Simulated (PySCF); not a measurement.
Mayer bond orders and bond lengths

Compound: C7H9N.
Atom-mapped SMILES: `[CH:1]#[C:2][C@H:3]1[CH2:4][CH2:5]/[C:6]1=[N:7]/[CH3:8]` (hydrogens: H9 on C1; H10 on C3; H11, H12 on C4; H13, H14 on C5; H15, H16, H17 on C8)

Geometry (GFN2-xTB, Å), atoms numbered from 1 in this order:
```xyz
17
C7H9N angstrom
C     -1.6327   -2.2352   -0.0129
C     -1.1945   -1.1617   -0.3140
C     -0.6551    0.1375   -0.6201
C     -1.4119    1.3512   -0.0256
C     -0.1445    1.7850    0.7323
C      0.5589    0.5674    0.2141
N      1.7054    0.1320    0.4375
C      2.1856   -1.0819   -0.1529
H     -2.0201   -3.1792    0.2292
H     -0.4689    0.2190   -1.6954
H     -2.2360    1.0615    0.6232
H     -1.7721    2.0607   -0.7674
H      0.2996    2.7203    0.3947
H     -0.2326    1.8187    1.8167
H      2.4700   -1.7564    0.6555
H      3.0846   -0.8448   -0.7233
H      1.4573   -1.5822   -0.8015
```

Bond orders from the PBE0/pcSseg-1 density (PySCF). Isolated species at its GFN2-xTB geometry, gas phase.

**Question.** How far do the computed orders between heavy atoms stray from the drawn ones?

**Answer.** The largest departure is 0.485, at C1–C2 (drawn triple, 2.515). Drawn double or triple, more than 0.30 short of the drawn order: C1–C2 (2.515).

**Question.** Set the Mayer orders of the bonds beside their lengths.

**Answer.** 
```json
{"bond": "C1–C2", "drawn as": "triple", "length (Å)": "1.198", "Mayer order": "2.515"}
{"bond": "C2–C3", "drawn as": "single", "length (Å)": "1.440", "Mayer order": "1.006"}
{"bond": "C3–C4", "drawn as": "single", "length (Å)": "1.549", "Mayer order": "0.999"}
{"bond": "C4–C5", "drawn as": "single", "length (Å)": "1.539", "Mayer order": "1.051"}
{"bond": "C5–C6", "drawn as": "single", "length (Å)": "1.499", "Mayer order": "1.038"}
{"bond": "C6–N7", "drawn as": "double", "length (Å)": "1.247", "Mayer order": "1.999"}
{"bond": "N7–C8", "drawn as": "single", "length (Å)": "1.433", "Mayer order": "0.985"}
{"bond": "C6–C3", "drawn as": "single", "length (Å)": "1.534", "Mayer order": "0.903"}
{"bond": "C1–H9", "drawn as": "single", "length (Å)": "1.049", "Mayer order": "1.150"}
{"bond": "C3–H10", "drawn as": "single", "length (Å)": "1.094", "Mayer order": "0.889"}
{"bond": "C4–H11", "drawn as": "single", "length (Å)": "1.088", "Mayer order": "0.945"}
{"bond": "C4–H12", "drawn as": "single", "length (Å)": "1.088", "Mayer order": "0.945"}
{"bond": "C5–H13", "drawn as": "single", "length (Å)": "1.089", "Mayer order": "0.934"}
{"bond": "C5–H14", "drawn as": "single", "length (Å)": "1.088", "Mayer order": "0.938"}
{"bond": "C8–H15", "drawn as": "single", "length (Å)": "1.091", "Mayer order": "0.959"}
{"bond": "C8–H16", "drawn as": "single", "length (Å)": "1.091", "Mayer order": "0.958"}
{"bond": "C8–H17", "drawn as": "single", "length (Å)": "1.096", "Mayer order": "0.945"}
```

Bonds between the same two heavy elements. C–C: lowest C6–C3 (0.903, 1.534 Å), highest C1–C2 (2.515, 1.198 Å); in 4 of the 15 pairs the longer bond (by over 0.003 Å) has the higher order (by 0.02 or more). C–N: lowest N7–C8 (0.985, 1.433 Å), highest C6–N7 (1.999, 1.247 Å).

**Question.** Sum the orders of all bonds at each heavy atom with more than one neighbour and set the sums beside the valence in the SMILES.

**Answer.** C1 3.665 (drawn 4), C2 3.521 (drawn 4), C3 3.797 (drawn 4), C4 3.940 (drawn 4), C5 3.961 (drawn 4), C6 3.940 (drawn 4), N7 2.984 (drawn 3), C8 3.847 (drawn 4). Orders between atoms that aren't bonded are not in these sums.

For a closed shell the Mayer order of atoms A and B is Σ (PS)μν (PS)νμ over the basis functions μ on A and ν on B, with P the density and S the overlap matrix.

These values come from a run that also computed NMR shieldings. Time: 24 s; peak memory 0.82 GiB. Hardware: an Arm Neoverse V1 with one thread, no GPU, on a shared host.
